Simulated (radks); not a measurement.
The numbers below are computed, except where a source is named.
The zirconium ion Zr3+, configuration [Kr] 4d1. Code: a radial shooting solver on a logarithmic mesh with Libxc functionals. Model: non-relativistic Kohn-Sham, PBEsol, spin-unpolarised, spherical densities, point nucleus; relativity is left out, which matters for an element this heavy. Some entries of the table are withheld. Estimate them.

orbital,occ.,eigenvalue (eV),<r> (bohr)
1s,2,-17437.36,0.03816
2s,2,-2403.086,(1)
2p,6,-2205.120,0.1437
3s,2,(2),0.4704
3p,6,-341.1340,0.4673
3d,10,(3),0.4513
4s,2,(4),1.228
4p,6,-58.8255,(5)
4d,1,-28.5501,1.810

Answer. 
(1) 2s <r> (bohr): 0.1674
(2) 3s eigenvalue (eV): -415.4724
(3) 3d eigenvalue (eV): -205.5449
(4) 4s eigenvalue (eV): -79.0939
(5) 4p <r> (bohr): 1.349
